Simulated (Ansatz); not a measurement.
ClTe, charge +1, singlet, at a GFN2-xTB geometry (core potentials on Te); Ansatz (a program for electronic structure) with BLYP/def2-TZVPD.

The Ansatz input:
Ansatz 0.2 input:
```yaml
crystal:
  periodic: [false, false, false]
  atoms:
    - {symbol: Te, position_ang: [-0.00000000, -0.00000000, -0.54662571]}
    - {symbol: Cl, position_ang: [0.00000000, 0.00000000, 1.67203160]}
basis:
  gaussian:
    orbitals: def2-TZVPD
hamiltonian:
  xc: blyp
total_charge: 1
```

Write the output that Ansatz gives for this input, abridged.


```
Functional definition: BLYP
729 factors; their error is unknown
mean field evaluation 1: about -19799.2944 eV, gradient 4.9e1 eV
mean field evaluation 2: about -19740.8566 eV, gradient 1.4e2 eV
mean field evaluation 4: about -19804.3027 eV, gradient 2.2e1 eV
mean field evaluation 8: about -19805.4402 eV, gradient 7.2e0 eV
mean field evaluation 16: about -19805.5542 eV, gradient 2.4e-4 eV
mean field -19805.55423117 eV, -727.8406933085 hartree, gradient 1.6e-5 eV, S^2 0.000000; 2 other end points of the search recorded, 0 dependent functions left out
reference -19805.55449756 eV, -727.8407030983 hartree; 20, 20 occupied and 85, 85 virtual orbitals, 729 factors
Total energy: -19805.55449756 eV, -727.8407030983 hartree
```
